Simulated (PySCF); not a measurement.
Structure from 2D NMR

Compound of formula C5H17AlO2Si. Correlations simulated from computed shifts and the bond graph:

HSQC (one-bond C–H):
| δH | δC |
| --- | --- |
| 3.58 | 54.4 |
| 0.04 | 2.6 |

HMBC (two and three bonds, from the bond graph):
| δH | δC |
| --- | --- |
| 3.58 | 54.4 |
| 3.49 | 54.4 |
| 0.04 | 2.6 |

PySCF 2.14.0 with density-fitted response routines calculation with shieldings: GIAO HF/pcSseg-1 and geometry: PBE0-D3(BJ)/def2-SVP; isolated molecule, single conformer, relativity neglected, equivalent nuclei averaged.

Scale: 1H, 13C vs TMS (reference shieldings calculated alike).

Exchangeable hydrogens are left out of these lists.

Question: Which molecule is this?

Answer: `C[O+](C)[AlH2-][O][Si](C)(C)C`.

Atoms are numbered as in `[CH3:1][O+:2]([CH3:3])[AlH2-:4][O:5][Si:6]([CH3:7])([CH3:8])[CH3:9]`. Hydrogens are named by the atom that carries them.

δC 54.4 is C1/C3, a methyl carbon bonded to O (δH 3.58). δC 2.6 is C7/C8/C9, a methyl carbon bonded to Si (δH 0.04).

This is the structure that produced the data.

Hydrides on Al or Ga are broadened by the quadrupolar metal nucleus. Shifts are as computed. Against solution values, carbons near 30 ppm lie about -0 ppm off and those near 130 ppm about +7 ppm. Of 1313 compounds with measured shifts, 239 miss one by over three times the rms of a fit or turn the order of signals round; such compounds aren't used in these exercises.
